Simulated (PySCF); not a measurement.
# Spinor energies of Co (cobalt, neutral)

Start: [Ar] 3d7 4s2; 3d3/2 filled at m_j = -3/2, -1/2, +1/2, +3/2; 3d5/2 filled at m_j = +1/2, +3/2, +5/2. Calculated with PySCF 2.14 in x2c-TZVPPall-2c (6s7p4d2f1g, 70 functions): generalised Hartree-Fock with the X2C-1e Hamiltonian and a Gaussian nucleus; one run each with spin-orbit coupling (SO) switched off, then screened by Boettger's factors.

```csv
spinor shell,electrons,"ε, spin-free (eV)","ε, screened SO (eV)",weight of nominal j (screened SO),"rms radius, screened SO (bohr)"
1s1/2,2,-7776.5,-7776.4,1.000,0.0649
2s1/2,2,-965.11,-965.06,1.000,0.276
2p1/2,2,-822.69,-833.29,0.995,0.247
3s1/2,2,-125.77,-125.74,1.000,0.831
3p3/2,4,-82.353,-81.188,0.818,0.892
3p1/2,2,-82.353,-84.674,0.636,0.888
3d5/2,3,-18.029,-19.220,0.785,1.15
3d3/2,4,-18.029,-17.139,0.702,1.19
4s1/2,2,-7.411,-7.410,1.000,3.36
```

(1) Where does 2p3/2 lie, and what is the 2p spin-orbit splitting (screened SO)?

| quantity | spin-free | screened SO |
| --- | --- | --- |
| E (hartree) | -1391.85152 | -1391.88074 |
| M_J | 9/2 | 9/2 |
| ⟨J²⟩ | 24.765 | 24.765 |
| ⟨L²⟩ | 12.004 | 12.021 |
| ⟨S²⟩ | 3.761 | 3.755 |

Each row is a mean over spinors that exchange with the open shell spreads, by up to 13.938 eV (3p3/2).

Rows whose weight is well below 1 are mixtures of j = l ± 1/2: exchange outweighs spin-orbit coupling there, and the label is only the starting occupation.

Without spin-orbit coupling the j labels of p, d and f shells carry no meaning; the spin-free column gives the mean over the occupied spinors of each nl shell.

Results:

(1) At -817.46 eV, 15.825 eV above 2p1/2.
